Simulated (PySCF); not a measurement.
Working out the ionisation energy of Kr

Kr [Kr] (1S) → Kr⁺ [Ar] 3d10 4s2 4p5 (2P). Calculation: PySCF 2.14, in aug-cc-pwCVDZ-PP with ECP10MDF (6s5p4d1f, 48 functions); a scalar-relativistic core potential. Frozen: 3s2 3p6 3d10. Energies in hartree (1 hartree = 27.21139 eV):

| part | Kr (lower) | Kr⁺ (upper) |
| --- | --- | --- |
| UHF | -462.180446 | -461.697680 |
| CCSD correlation | -0.149224 | -0.123432 |
| (T) | -0.002707 | -0.001832 |

Question: What does Hartree-Fock give?

Answer: (-461.697680) − (-462.180446) = 0.482766 hartree = 13.137 eV.

Question: What do CCSD and CCSD(T) give?

Answer: The CCSD correlation energies differ by 0.025792 hartree = 0.702 eV and the triples by 0.000875 hartree = 0.024 eV, so CCSD gives 13.839 eV and CCSD(T) 13.863 eV.

Measured between the centres of the two terms (NIST): 14.222 eV, so CCSD(T) (valence) is off by -0.359 eV.

A double-zeta basis recovers only part of the correlation energy.

What remains against the reference includes basis incompleteness, the frozen core and higher excitations.
